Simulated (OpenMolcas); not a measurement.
## d3 ions of charge +5 down a group with 6 fluoride ligands in octahedral coordination

```yaml
Program: OpenMolcas
Method: SS-CASPT2, IPEA 0.25 Eh, imaginary shift 0.1 Eh
Spin-orbit_coupling: state interaction with AMFI integrals over the reference wave functions
```

The d shell is active; CASPT2 correlates the ligand valence shells and the outer metal core. Anionic complexes are neutralised by point charges behind the ligands. Distances were set from a Shannon-type radius of the metal (high-spin where two are listed) plus a fixed donor radius (F 1.31 Å). Ligand basis ANO-RCC-VDZP, DKH2 Hamiltonian. States (labels of O, the rotations of Oh). Energies in cm-1 above the lowest state or level, χT in cm3 K/mol. Spin-only χT is S(S+1) / 2 for the spin of the ground state.

```json
{"Ion": "Ru5+", "Shell": "4d3", "R (Å)": "1.88", "Metal basis": "ANO-RCC-VDZP", "Outer charge (e at Å behind ligand)": "0.17 at 3.2", "Ground state": "4A2", "First state of that spin": "4T2 36560", "First gap with spin-orbit (degeneracies)": "9330 (4, 4)", "χT at 300 K": "1.775", "First state of another spin": "2T1 9460", "Spin-only χT": "1.875"}
{"Ion": "Os5+", "Shell": "5d3", "R (Å)": "1.89", "Metal basis": "ANO-RCC-VTZP", "Outer charge (e at Å behind ligand)": "0.17 at 2.4", "Ground state": "4A2", "First state of that spin": "4T2 40580", "First gap with spin-orbit (degeneracies)": "8860 (4, 4)", "χT at 300 K": "1.319", "First state of another spin": "2T1 9620", "Spin-only χT": "1.875"}
```

The rows also differ in their metal basis and outer charges, so part of each step comes from that.

χT departs most from the spin-only value for Os5+, by -0.556 cm3 K/mol.

Roots that are degenerate in the reference are averaged as groups; the widest CASPT2 spread within a group is 1500 cm-1 (the 3-fold group of multiplicity 2 near 102000 cm-1 above the lowest state of its run, Os5+). Shifts and gaps below about the spread of the groups concerned are not significant. Over all roots computed the reference weight is 0.64 to 0.66 in Ru5+, 0.67 to 0.69 in Os5+; a low but even weight reflects the number of correlated electrons. Ligand-to-metal charge-transfer states are missing. With no ligand orbital active B as a rule stays too high, so bands that hang on it stand too high and its fall with covalency is understated. With one d shell and no ligand orbital active, 10Dq can be off by a tenth or more. The least metal-like active orbital is 68 % on the metal (Löwdin) and no ligand orbital is active, so the numbers are rough (holds for Ru5+). The least metal-like active orbital is 69 % on the metal (Löwdin) and no ligand orbital is active, so the numbers are rough (holds for Os5+). No measured value stands beside these numbers; the geometry was imposed, not optimised, and the real ion may take another.
